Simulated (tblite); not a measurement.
Species: C6H11P.
Z-matrix (Å and degrees, GFN2-xTB geometry), rows numbered from 1:
```
C 
C   1  1.5265
C   2  1.4941  1  110.91
C   3  1.3283  2  126.80  1   123.47
C   4  1.4973  3  117.15  2  -178.68
C   5  1.5317  4  107.03  3   -17.63
P   3  1.8413  2  120.29  1   -56.54
H   1  1.0882  2  110.47  3   -60.62
H   1  1.0897  2  109.78  3    58.97
H   1  1.0875  2  110.70  3   179.00
H   2  1.0928  1  110.25  3   121.64
H   2  1.0941  1  108.92  3  -119.86
H   4  1.0807  3  123.50  2    -0.40
H   5  1.0919  4  111.57  3  -139.57
H   5  1.0955  4  108.87  3   101.97
H   6  1.0905  5  113.18  4   148.15
H   6  1.0945  5  110.11  4   -91.41
H   7  1.4092  3   94.16  2    96.49
```

Calculated harmonic vibrations of the isolated species, GFN2-xTB (tblite), most abundant isotopes, no scaling. The method is semi-empirical: single wavenumbers can be off by several per cent or more. Modes of hydrogen on phosphorus can be 10 to 20 % off. One conformer, not necessarily the lowest.

Harmonic wavenumbers (cm⁻¹): 56.1, 114.0, 163.9, 210.7, 273.2, 324.4, 408.6, 499.5, 607.6, 634.2, 681.2, 757.9, 785.7, 821.4, 856.4, 861.5, 954.9, 977.7, 991.8, 1057.0, 1080.2, 1091.8, 1106.0, 1146.6, 1180.0, 1220.0, 1251.4, 1262.7, 1294.6, 1319.0, 1405.6, 1448.3, 1471.2, 1473.5, 1494.4, 1499.7, 1685.8, 2178.1, 2920.7, 2943.2, 2946.4, 2968.7, 2970.4, 2983.5, 3010.1, 3029.7, 3035.5, 3062.7.

A = 3909, B = 1634, C = 1261 MHz; mass 114.060 u (most abundant isotopes); point group C1, symmetry number 1.

Question: What is the zero-point energy?

Answer: ½Σν̃ = 33259 cm⁻¹ = 95.09 kcal/mol.

Question: Entropy at 298.15 K, 1 bar (ideal gas, RRHO, classical rotation)?

Answer: Translation 40.14, rotation 28.08, vibration 19.85: S = 88.1 cal/(mol K).

Question: And Cp and H(298.15 K) − H(0)?

Answer: Cp = 31.83 cal/(mol K), of which vibrations give 23.88 (their classical limit is 48 R = 95.4); H(298.15 K) − H(0) = 5.65 kcal/mol without the zero-point energy, 3.28 from vibrations.

Question: What must be added to the electronic energy to get the Gibbs energy at 298.15 K and 1 bar?

Answer: ZPE + [H(298.15 K) − H(0)] − T·S = 95.09 + 5.65 − 26.26 = 74.48 kcal/mol.

Question: Which modes carry the vibrational entropy at 298.15 K?

Answer: 56.1 cm⁻¹: 4.59; 114.0 cm⁻¹: 3.20; 163.9 cm⁻¹: 2.50; 210.7 cm⁻¹: 2.04; 273.2 cm⁻¹: 1.58; 324.4 cm⁻¹: 1.29 cal/(mol K); the other 42 give 4.65 together.

Hindered rotation and anharmonicity are outside this model. Other conformers, if any are populated, would add a mixing term that is left out. The structure is chiral; the term R ln 2 for an equal mix with its mirror image is left out.
